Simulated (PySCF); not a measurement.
C₂H₅O₂, SMILES C([CH]O)O, multiplicity 2. Geometry: B3LYP-D3(BJ)/def2-SVP. The isomer is the one that the SMILES or the coordinates give; other isomers of the formula were not compared. The values are those of a single conformer.

These are PySCF 2.14.0 with B3LYP-D3(BJ)/def2-SVP values and carry that method's errors.

Harmonic wavenumbers (cm⁻¹): 123, 280, 349, 377, 483, 685, 910, 989, 1082, 1162, 1206, 1285, 1346, 1409, 1451, 1468, 2867, 3076, 3132, 3801, 3841. Rotational constants (GHz): 17.25, 5.738, 4.614; symmetry number 1.

Task: Work out the zero-point energy and the ideal-gas rigid-rotor harmonic-oscillator thermochemistry at 298.15 K and 1 atm.

Result: ZPE = ½ Σ hcν = ½ × 31323 cm⁻¹ = 44.78 kcal/mol. H − E(el) = 48.64 kcal/mol. Entropy in cal/(mol K): translation 38.25, rotation 24.07, vibration 8.32, spin 1.38, total 72.01. G − E(el) = 27.17 kcal/mol. Cp = 18.99 cal/(mol K). Modes under 150 cm⁻¹ make the vibrational entropy uncertain.
